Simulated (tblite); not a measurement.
Record of a relaxation.

Species: C7H13BFN.
Atom-mapped SMILES: `[CH3:1][B:2]([CH3:3])[N:4]=[C:5]1[CH2:6][CH2:7][C@@H:8]([F:9])[CH2:10]1` (hydrogens: H11, H12, H13 on C1; H14, H15, H16 on C3; H17, H18 on C6; H19, H20 on C7; H21 on C8; H22, H23 on C10)

Computed with GFN2-xTB (tblite), gas phase: L-BFGS steps from a force-field or distance-geometry start until the largest atomic force falls under 0.01 eV/Å. 6 of its 147 geometries are shown.

Step 0: E = -829.8311 eV, largest atomic force 3.003 eV/Å
```
atom  x, y, z in Å  |  force x, y, z in eV/Å
C1     -2.296    0.766   -0.886   -0.739   0.251   0.155
B2     -1.953   -0.282    0.253    1.655   0.106   1.115
C3     -3.127   -1.005    1.049   -0.190   0.092  -0.297
N4     -0.542   -0.439    0.816   -0.475   0.416  -1.186
C5      0.586   -0.160    0.270   -2.911  -0.534   0.506
C6      0.774    0.307   -1.145    0.673  -0.031  -0.314
C7      2.288    0.240   -1.360    0.347  -0.161  -0.509
C8      2.933    0.210    0.037   -0.125  -0.417  -0.200
F9      3.265    1.490    0.421    0.174  -0.095   0.032
C10     1.868   -0.362    0.983    0.625   0.355   0.568
H11    -3.407    0.899   -0.962    0.970   0.005  -0.062
H12    -1.941    0.407   -1.865   -0.097   0.448   0.395
H13    -1.859    1.754   -0.632   -0.205  -0.591  -0.502
H14    -4.116   -0.732    0.607    0.703  -0.364   0.493
H15    -3.117   -0.683    2.112    0.000  -0.412  -0.741
H16    -3.007   -2.100    0.995   -0.186   0.490   0.290
H17     0.264   -0.361   -1.858   -0.043   0.479   0.276
H18     0.428    1.350   -1.250   -0.075  -0.554   0.054
H19     2.651    1.103   -1.949   -0.003  -0.497   0.295
H20     2.546   -0.701   -1.890   -0.014   0.571   0.229
H21     3.841   -0.416    0.041    0.046   0.486   0.084
H22     2.037   -1.444    1.147   -0.120   0.589   0.088
H23     1.879    0.185    1.964   -0.009  -0.633  -0.768
```

Step 29: E = -830.5454 eV, largest atomic force 0.601 eV/Å
```
atom  x, y, z in Å  |  force x, y, z in eV/Å
C1     -2.546    1.196   -0.577    0.021  -0.163   0.324
B2     -2.044   -0.074    0.294    0.021   0.211  -0.235
C3     -2.925   -1.218    0.963   -0.101   0.076  -0.142
N4     -0.687   -0.212    0.447    0.014   0.057   0.067
C5      0.487   -0.135    0.052    0.177   0.009  -0.233
C6      0.950    0.052   -1.381   -0.205  -0.135   0.013
C7      2.474   -0.049   -1.351   -0.120   0.123   0.093
C8      2.871    0.258    0.088   -0.230  -0.207   0.515
F9      3.017    1.618    0.296    0.126  -0.027  -0.208
C10     1.702   -0.224    0.938   -0.233  -0.081   0.235
H11    -3.563    1.538   -0.390    0.098  -0.168  -0.017
H12    -2.472    0.882   -1.630   -0.088   0.164   0.349
H13    -1.884    2.054   -0.443   -0.079  -0.123  -0.085
H14    -3.913   -1.318    0.539   -0.253   0.066  -0.091
H15    -3.047   -1.026    2.029    0.033   0.113  -0.092
H16    -2.447   -2.187    0.887    0.150  -0.167  -0.014
H17     0.472   -0.648   -2.063    0.063  -0.104  -0.032
H18     0.593    1.048   -1.659    0.202   0.021  -0.060
H19     2.963    0.673   -1.996    0.020  -0.034  -0.299
H20     2.802   -1.061   -1.592    0.009   0.085  -0.079
H21     3.820   -0.206    0.374    0.096   0.131   0.012
H22     1.802   -1.276    1.216    0.177   0.030  -0.031
H23     1.571    0.341    1.859    0.103   0.121   0.010
```

Step 58: E = -830.9266 eV, largest atomic force 0.083 eV/Å
```
atom  x, y, z in Å  |  force x, y, z in eV/Å
C1     -2.838    1.439    0.003   -0.019   0.032   0.025
B2     -2.038    0.069    0.167   -0.034   0.009  -0.011
C3     -2.799   -1.268    0.591   -0.033  -0.028   0.009
N4     -0.709    0.017   -0.043   -0.028  -0.047   0.042
C5      0.512   -0.104   -0.208    0.010  -0.015  -0.024
C6      1.192   -0.331   -1.539    0.032   0.034  -0.048
C7      2.688   -0.383   -1.227    0.022  -0.009  -0.026
C8      2.837    0.352    0.105    0.006  -0.011  -0.014
F9      2.886    1.714   -0.121    0.052   0.060  -0.024
C10     1.563    0.025    0.872    0.012   0.001   0.017
H11    -3.594    1.545    0.778    0.008   0.014   0.006
H12    -3.365    1.458   -0.950    0.029  -0.029   0.004
H13    -2.199    2.318    0.036    0.008  -0.046  -0.001
H14    -3.690   -1.432   -0.009   -0.005   0.012  -0.030
H15    -3.130   -1.186    1.624    0.002  -0.015   0.019
H16    -2.176   -2.157    0.515   -0.009   0.017   0.000
H17     0.834   -1.233   -2.037   -0.027   0.040   0.068
H18     0.958    0.519   -2.182   -0.012   0.012  -0.044
H19     3.289    0.097   -1.998    0.024  -0.027  -0.004
H20     3.026   -1.411   -1.105    0.023  -0.002   0.010
H21     3.764    0.111    0.637   -0.024  -0.020   0.020
H22     1.672   -0.927    1.393   -0.010  -0.008   0.003
H23     1.312    0.794    1.600   -0.026   0.024   0.006
```

Step 88: E = -830.9437 eV, largest atomic force 0.019 eV/Å
```
atom  x, y, z in Å  |  force x, y, z in eV/Å
C1     -2.779    1.395    0.037    0.007  -0.010  -0.005
B2     -2.042   -0.014    0.191    0.007   0.005  -0.002
C3     -2.875   -1.321    0.568    0.006   0.007   0.002
N4     -0.712   -0.084   -0.007    0.004   0.004   0.000
C5      0.512   -0.087   -0.202   -0.002  -0.005  -0.011
C6      1.187   -0.282   -1.541   -0.006   0.007  -0.003
C7      2.681   -0.394   -1.231   -0.010   0.000   0.006
C8      2.862    0.351    0.092    0.006   0.006  -0.001
F9      3.025    1.703   -0.155   -0.002  -0.002  -0.014
C10     1.565    0.130    0.863   -0.003   0.004  -0.013
H11    -3.511    1.547    0.826   -0.004  -0.002  -0.002
H12    -3.317    1.431   -0.908   -0.007   0.001   0.008
H13    -2.090    2.235    0.051    0.003   0.001  -0.005
H14    -3.754   -1.418   -0.064   -0.001  -0.003  -0.008
H15    -3.233   -1.254    1.593    0.003  -0.005   0.009
H16    -2.296   -2.236    0.480    0.006  -0.002   0.001
H17     0.792   -1.156   -2.058   -0.001   0.009  -0.004
H18     0.981    0.593   -2.160    0.001   0.007  -0.001
H19     3.304    0.045   -2.009   -0.006  -0.012   0.013
H20     2.974   -1.435   -1.095   -0.009   0.003   0.011
H21     3.760    0.049    0.641    0.007  -0.009   0.005
H22     1.641   -0.755    1.496    0.001  -0.006   0.001
H23     1.321    0.984    1.493   -0.002   0.001   0.014
```

Step 117: E = -830.9473 eV, largest atomic force 0.024 eV/Å
```
atom  x, y, z in Å  |  force x, y, z in eV/Å
C1     -2.794    1.385    0.055    0.006   0.003  -0.001
B2     -2.042   -0.017    0.186   -0.002  -0.003  -0.001
C3     -2.853   -1.339    0.554   -0.008  -0.002   0.007
N4     -0.713   -0.067   -0.025   -0.004  -0.002  -0.002
C5      0.511   -0.052   -0.218    0.000  -0.003   0.010
C6      1.195   -0.236   -1.553    0.010  -0.006   0.010
C7      2.669   -0.444   -1.209    0.010   0.000   0.004
C8      2.864    0.344    0.087    0.002  -0.005   0.001
F9      3.040    1.683   -0.211    0.024   0.001   0.003
C10     1.559    0.164    0.855   -0.001   0.002  -0.002
H11    -3.476    1.545    0.886   -0.012  -0.001   0.000
H12    -3.389    1.407   -0.855   -0.013   0.000   0.001
H13    -2.108    2.227    0.017   -0.003   0.007  -0.005
H14    -3.724   -1.452   -0.088    0.004  -0.005  -0.007
H15    -3.224   -1.282    1.575    0.002   0.001   0.011
H16    -2.257   -2.245    0.473    0.006   0.008  -0.007
H17     0.761   -1.062   -2.115   -0.003  -0.005  -0.005
H18     1.063    0.676   -2.137   -0.012   0.010   0.006
H19     3.341   -0.088   -1.988   -0.004   0.006  -0.004
H20     2.879   -1.496   -1.016    0.000  -0.007   0.000
H21     3.756    0.049    0.649   -0.004   0.001   0.004
H22     1.611   -0.708    1.508    0.003  -0.009  -0.012
H23     1.326    1.034    1.468   -0.001   0.008  -0.011
```

Step 146: E = -830.9510 eV, largest atomic force 0.008 eV/Å
```
atom  x, y, z in Å  |  force x, y, z in eV/Å
C1     -2.868    1.371    0.053   -0.001  -0.002   0.000
B2     -2.046    0.009    0.175   -0.001   0.000   0.002
C3     -2.788   -1.353    0.547   -0.003  -0.002   0.003
N4     -0.716    0.009   -0.038    0.000   0.002  -0.002
C5      0.509    0.017   -0.228    0.000  -0.006   0.003
C6      1.197   -0.173   -1.560   -0.001   0.001   0.002
C7      2.648   -0.488   -1.201   -0.003  -0.002   0.002
C8      2.887    0.273    0.103   -0.002  -0.001   0.001
F9      3.208    1.589   -0.182   -0.003   0.001  -0.004
C10     1.556    0.220    0.847   -0.001   0.003   0.004
H11    -3.470    1.543    0.943    0.005   0.000  -0.003
H12    -3.557    1.323   -0.788    0.002   0.001   0.001
H13    -2.231    2.239   -0.093   -0.002  -0.002   0.001
H14    -3.646   -1.520   -0.101    0.003   0.000  -0.006
H15    -3.168   -1.310    1.565    0.001   0.004   0.004
H16    -2.140   -2.224    0.476    0.000  -0.001  -0.003
H17     0.718   -0.948   -2.155   -0.001   0.004   0.002
H18     1.134    0.767   -2.113    0.003   0.001  -0.004
H19     3.353   -0.177   -1.971   -0.003   0.002   0.002
H20     2.775   -1.554   -1.015    0.006  -0.004  -0.004
H21     3.733   -0.112    0.682   -0.004  -0.002   0.003
H22     1.534   -0.614    1.550    0.003   0.001  -0.005
H23     1.374    1.139    1.405    0.002   0.003   0.001
```

Problem. Summarise the path.

Solution. The energy falls by 25.83 kcal/mol from step 0 to step 146; nine tenths of that is first reached at step 44. It falls at every step. The largest force goes from 3.003 to 0.008 eV/Å. Among the bonds B2–N4 changes most, from 1.527 to 1.347 Å; the atoms move by 1.078 Å rms after alignment.

Problem. Follow the three bonds and two angles with the largest change from start to end.

Solution. 
```json
{"step": "0", "E above end (kcal/mol)": "25.83", "largest force (eV/Å)": "3.003", "B2–N4 (Å)": "1.527", "N4=C5 (Å)": "1.284", "C5–C10 (Å)": "1.481", "B2–N4–C5 (°)": "129.3", "H12–C1–H13 (°)": "111.4"}
{"step": "6", "E above end (kcal/mol)": "17.23", "largest force (eV/Å)": "0.213", "B2–N4 (Å)": "1.434", "N4=C5 (Å)": "1.258", "C5–C10 (Å)": "1.509", "B2–N4–C5 (°)": "131.8", "H12–C1–H13 (°)": "105.9"}
{"step": "13", "E above end (kcal/mol)": "15.86", "largest force (eV/Å)": "0.194", "B2–N4 (Å)": "1.415", "N4=C5 (Å)": "1.252", "C5–C10 (Å)": "1.509", "B2–N4–C5 (°)": "135.1", "H12–C1–H13 (°)": "106.8"}
{"step": "19", "E above end (kcal/mol)": "14.35", "largest force (eV/Å)": "0.266", "B2–N4 (Å)": "1.405", "N4=C5 (Å)": "1.250", "C5–C10 (Å)": "1.508", "B2–N4–C5 (°)": "138.8", "H12–C1–H13 (°)": "106.5"}
{"step": "25", "E above end (kcal/mol)": "11.38", "largest force (eV/Å)": "0.390", "B2–N4 (Å)": "1.384", "N4=C5 (Å)": "1.245", "C5–C10 (Å)": "1.514", "B2–N4–C5 (°)": "150.9", "H12–C1–H13 (°)": "106.7"}
{"step": "32", "E above end (kcal/mol)": "7.60", "largest force (eV/Å)": "0.277", "B2–N4 (Å)": "1.367", "N4=C5 (Å)": "1.241", "C5–C10 (Å)": "1.511", "B2–N4–C5 (°)": "157.9", "H12–C1–H13 (°)": "105.2"}
{"step": "38", "E above end (kcal/mol)": "4.79", "largest force (eV/Å)": "0.379", "B2–N4 (Å)": "1.359", "N4=C5 (Å)": "1.238", "C5–C10 (Å)": "1.515", "B2–N4–C5 (°)": "166.7", "H12–C1–H13 (°)": "106.5"}
{"step": "44", "E above end (kcal/mol)": "2.43", "largest force (eV/Å)": "0.247", "B2–N4 (Å)": "1.346", "N4=C5 (Å)": "1.237", "C5–C10 (Å)": "1.510", "B2–N4–C5 (°)": "171.1", "H12–C1–H13 (°)": "107.0"}
{"step": "51", "E above end (kcal/mol)": "0.90", "largest force (eV/Å)": "0.125", "B2–N4 (Å)": "1.348", "N4=C5 (Å)": "1.238", "C5–C10 (Å)": "1.511", "B2–N4–C5 (°)": "176.7", "H12–C1–H13 (°)": "106.7"}
{"step": "57", "E above end (kcal/mol)": "0.59", "largest force (eV/Å)": "0.081", "B2–N4 (Å)": "1.346", "N4=C5 (Å)": "1.238", "C5–C10 (Å)": "1.512", "B2–N4–C5 (°)": "176.4", "H12–C1–H13 (°)": "107.2"}
{"step": "63", "E above end (kcal/mol)": "0.44", "largest force (eV/Å)": "0.052", "B2–N4 (Å)": "1.347", "N4=C5 (Å)": "1.239", "C5–C10 (Å)": "1.513", "B2–N4–C5 (°)": "177.7", "H12–C1–H13 (°)": "107.5"}
{"step": "70", "E above end (kcal/mol)": "0.38", "largest force (eV/Å)": "0.054", "B2–N4 (Å)": "1.348", "N4=C5 (Å)": "1.240", "C5–C10 (Å)": "1.513", "B2–N4–C5 (°)": "178.2", "H12–C1–H13 (°)": "107.5"}
{"step": "76", "E above end (kcal/mol)": "0.29", "largest force (eV/Å)": "0.074", "B2–N4 (Å)": "1.348", "N4=C5 (Å)": "1.240", "C5–C10 (Å)": "1.515", "B2–N4–C5 (°)": "179.5", "H12–C1–H13 (°)": "106.9"}
{"step": "83", "E above end (kcal/mol)": "0.19", "largest force (eV/Å)": "0.039", "B2–N4 (Å)": "1.347", "N4=C5 (Å)": "1.239", "C5–C10 (Å)": "1.514", "B2–N4–C5 (°)": "177.5", "H12–C1–H13 (°)": "107.5"}
{"step": "89", "E above end (kcal/mol)": "0.17", "largest force (eV/Å)": "0.017", "B2–N4 (Å)": "1.347", "N4=C5 (Å)": "1.240", "C5–C10 (Å)": "1.514", "B2–N4–C5 (°)": "177.1", "H12–C1–H13 (°)": "107.4"}
{"step": "95", "E above end (kcal/mol)": "0.15", "largest force (eV/Å)": "0.032", "B2–N4 (Å)": "1.347", "N4=C5 (Å)": "1.239", "C5–C10 (Å)": "1.514", "B2–N4–C5 (°)": "177.1", "H12–C1–H13 (°)": "107.3"}
{"step": "102", "E above end (kcal/mol)": "0.12", "largest force (eV/Å)": "0.024", "B2–N4 (Å)": "1.347", "N4=C5 (Å)": "1.239", "C5–C10 (Å)": "1.514", "B2–N4–C5 (°)": "177.4", "H12–C1–H13 (°)": "107.3"}
{"step": "108", "E above end (kcal/mol)": "0.10", "largest force (eV/Å)": "0.017", "B2–N4 (Å)": "1.347", "N4=C5 (Å)": "1.239", "C5–C10 (Å)": "1.514", "B2–N4–C5 (°)": "176.9", "H12–C1–H13 (°)": "107.5"}
{"step": "114", "E above end (kcal/mol)": "0.09", "largest force (eV/Å)": "0.023", "B2–N4 (Å)": "1.347", "N4=C5 (Å)": "1.239", "C5–C10 (Å)": "1.514", "B2–N4–C5 (°)": "177.2", "H12–C1–H13 (°)": "107.4"}
{"step": "121", "E above end (kcal/mol)": "0.08", "largest force (eV/Å)": "0.020", "B2–N4 (Å)": "1.347", "N4=C5 (Å)": "1.239", "C5–C10 (Å)": "1.515", "B2–N4–C5 (°)": "177.4", "H12–C1–H13 (°)": "107.5"}
{"step": "127", "E above end (kcal/mol)": "0.07", "largest force (eV/Å)": "0.014", "B2–N4 (Å)": "1.347", "N4=C5 (Å)": "1.239", "C5–C10 (Å)": "1.515", "B2–N4–C5 (°)": "177.4", "H12–C1–H13 (°)": "107.4"}
{"step": "133", "E above end (kcal/mol)": "0.05", "largest force (eV/Å)": "0.045", "B2–N4 (Å)": "1.347", "N4=C5 (Å)": "1.239", "C5–C10 (Å)": "1.515", "B2–N4–C5 (°)": "178.1", "H12–C1–H13 (°)": "107.6"}
{"step": "140", "E above end (kcal/mol)": "0.01", "largest force (eV/Å)": "0.025", "B2–N4 (Å)": "1.347", "N4=C5 (Å)": "1.239", "C5–C10 (Å)": "1.515", "B2–N4–C5 (°)": "179.3", "H12–C1–H13 (°)": "107.5"}
{"step": "146", "E above end (kcal/mol)": "0.00", "largest force (eV/Å)": "0.008", "B2–N4 (Å)": "1.347", "N4=C5 (Å)": "1.239", "C5–C10 (Å)": "1.515", "B2–N4–C5 (°)": "179.6", "H12–C1–H13 (°)": "107.6"}
```

The cost below is that of the whole relaxation. The run took 4.1 s wall, 3.5 s CPU on an Intel Xeon at 2.50 GHz with one thread, shared host with 64 logical CPUs at a one-minute load of 17.
